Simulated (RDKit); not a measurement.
Input file for RDKit: UFF on Cl2H2 (a complex), monomers drawn apart or pushed together.

```python
from rdkit import Chem
from rdkit.Chem import AllChem, rdDetermineBonds

blocks = [
'''2

Cl   -0.16304302    0.37938654   -0.10163354
H     0.96354067   -0.22873307   -0.19614664
''',
'''2

Cl    0.51282024    0.07795179    4.58464058
H     0.13977044    0.26328451    3.36578098
''',
]
mol = None
for b in blocks:
    f = Chem.MolFromXYZBlock(b)
    rdDetermineBonds.DetermineBonds(f, charge=0)
    mol = f if mol is None else Chem.CombineMols(mol, f)
Chem.SanitizeMol(mol)
print(Chem.MolToSmiles(Chem.RemoveHs(mol)))
ff = AllChem.UFFGetMoleculeForceField(mol, vdwThresh=100.0, ignoreInterfragInteractions=False)
e = ff.CalcEnergy()
print(f'UFF energy {e:.6f} kcal/mol')
```

Program output:

```
Cl.Cl
UFF energy 3.174835 kcal/mol
```

The run finished.

Cost: around 0.04 core-seconds (rough).
